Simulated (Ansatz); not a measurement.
Bond stretch in BrBe (cation, charge +1), lowest singlet found (which spin is the ground state isn't settled by this scan).

Methods: RKS-PBE = restricted PBE/cc-pVDZ in Ansatz (a first-principles code); UKS-PBE = Ansatz with unrestricted PBE/cc-pVDZ; UKS-CAM-B3LYP = unrestricted CAM-B3LYP/cc-pVDZ (Ansatz); FCI = full CI/cc-pVDZ, cores with 3d frozen (Ansatz).

Energies relative to the lowest point of each curve between 1.55 and 2.33 Å, where full CI is lowest, in eV; the last columns give the error against full CI:

| R / Å | RKS-PBE | UKS-PBE | UKS-CAM-B3LYP | FCI | RKS-PBE − FCI | UKS-PBE − FCI | UKS-CAM-B3LYP − FCI |
|---|---|---|---|---|---|---|---|
| 1.55 | 2.015 | 2.015 | 1.898 | 2.163 | -0.147 | -0.147 | -0.265 |
| 1.67 | 0.684 | 0.684 | 0.608 | 0.752 | -0.068 | -0.068 | -0.144 |
| 1.79 | 0.112 | 0.112 | 0.077 | 0.132 | -0.021 | -0.021 | -0.055 |
| 1.89 | 0.000 | 0.000 | 0.000 | 0.000 | 0.000 | 0.000 | 0.000 |
| 1.98 | 0.082 | 0.082 | 0.113 | 0.074 | 0.008 | 0.008 | 0.039 |
| 2.05 | 0.227 | 0.227 | 0.281 | 0.217 | 0.010 | 0.010 | 0.064 |
| 2.13 | 0.450 | 0.450 | 0.530 | 0.441 | 0.009 | 0.009 | 0.089 |
| 2.18 | 0.611 | 0.611 | 0.707 | 0.604 | 0.007 | 0.007 | 0.103 |
| 2.23 | 0.783 | 0.783 | 0.894 | 0.778 | 0.005 | 0.005 | 0.116 |
| 2.33 | 1.146 | 1.146 | 1.287 | 1.145 | 0.001 | 0.001 | 0.142 |
| 2.43 | 1.516 | 1.516 | 1.685 | 1.516 | 0.000 | 0.000 | 0.170 |
| 2.56 | 1.982 | 1.977 | 2.187 | 1.974 | 0.008 | 0.003 | 0.213 |
| 2.73 | 2.539 | 2.491 | 2.770 | 2.498 | 0.040 | -0.008 | 0.272 |
| 2.90 | 3.018 | 2.883 | 3.038 | 2.916 | 0.102 | -0.033 | 0.122 |

RKS-PBE is furthest from FCI at 1.55 (-0.147 eV, below); its mean absolute error over the points is 0.031 eV.

UKS-PBE is furthest from FCI at 1.55 (-0.147 eV, below); its mean absolute error over the points is 0.023 eV.

UKS-CAM-B3LYP is furthest from FCI at 2.73 (0.272 eV, above); its mean absolute error over the points is 0.128 eV.

The scan ran from 1.55 to 7.40 Å; beyond the distances shown full CI changes its symmetry label. The restricted form behind RKS-PBE keeps the bonding electrons paired and can't separate into open-shell fragments. The unrestricted determinant behind UKS-PBE is spin-contaminated at 2.56 to 2.90 Å (<S²> up to 0.6, against 0.00 for a pure singlet). The unrestricted solution behind UKS-CAM-B3LYP changes between 2.73 and 2.90 Å, which can leave a kink. The unrestricted determinant behind UKS-CAM-B3LYP is spin-contaminated at 2.73 to 2.90 Å (<S²> up to 1.0, against 0.00 for a pure singlet).
